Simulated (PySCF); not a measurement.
An unknown gives this computed stick spectrum. Theory: PySCF, TDDFT PBE0/def2-SVPD, vertical, gas phase, core orbitals frozen in the response. Geometries: GFN2-xTB, one conformer each.

```tsv
state	ν̃ (cm⁻¹)	f	main configurations (H = HOMO, L = LUMO)
S1	60820	0.0043	H→L (58%), H→L+1 (40%)
S2	64160	0.016	H→L+1 (56%), H→L (41%)
S3	67650	0.0017	H-1→L (61%), H-1→L+1 (35%)
S4	70100	0.024	H→L+2 (88%)
S5	70620	0.028	H→L+3 (52%), H-1→L+1 (28%), H-1→L (11%)
S6	71500	0.092	H→L+3 (42%), H-1→L+1 (26%), H-1→L (24%)
S7	74100	0.028	H→L+4 (95%)
S8	76800	0.0003	H-1→L+2 (91%)
```

Triplets computed (Tamm–Dancoff): 7.00, 7.76, 8.01 eV.

Problem. Which structure fits?
A. `FC[C@H]1CCN1`
B. `C=CCC[C@@H](C)F`
C. `C[C@]1(F)CC1(F)F`
D. `FC(F)[C@@H]1C[C@@H]1F`

Solution. C. Its S1 lies at 7.54 eV; the nearest of the others has S1 at 7.26 eV. S1 is HOMO→LUMO (58%), HOMO→LUMO+1 (40%). Löwdin shares by element: HOMO carbon 42% or more, fluorine 24% or more (atoms not listed hold the other 34%); LUMO carbon 44% or more, hydrogen 11% or more (atoms not listed hold the other 46%). At the same level the other candidates give, for their lowest levels:
- `FC[C@H]1CCN1`: 6.09 eV (f 0.001); 6.73 eV (f 0.003); 6.85 eV (f 0.007); 7.18 eV (f 0.050); 7.72 eV (f 0.000); T1 5.80 eV; HOMO -6.76, LUMO 0.71 eV
- `C=CCC[C@@H](C)F`: 7.26 eV (f 0.034); 7.49 eV (f 0.483); 7.63 eV (f 0.005); 7.72 eV (f 0.003); 8.02 eV (f 0.005); T1 4.47 eV; HOMO -7.48, LUMO 0.36 eV
- `FC(F)[C@@H]1C[C@@H]1F`: 8.09 eV (f 0.001); 8.57 eV (f 0.005); 8.66 eV (f 0.016); 8.83 eV (f 0.002); 9.13 eV (f 0.036); T1 7.80 eV; HOMO -8.86, LUMO 0.65 eV
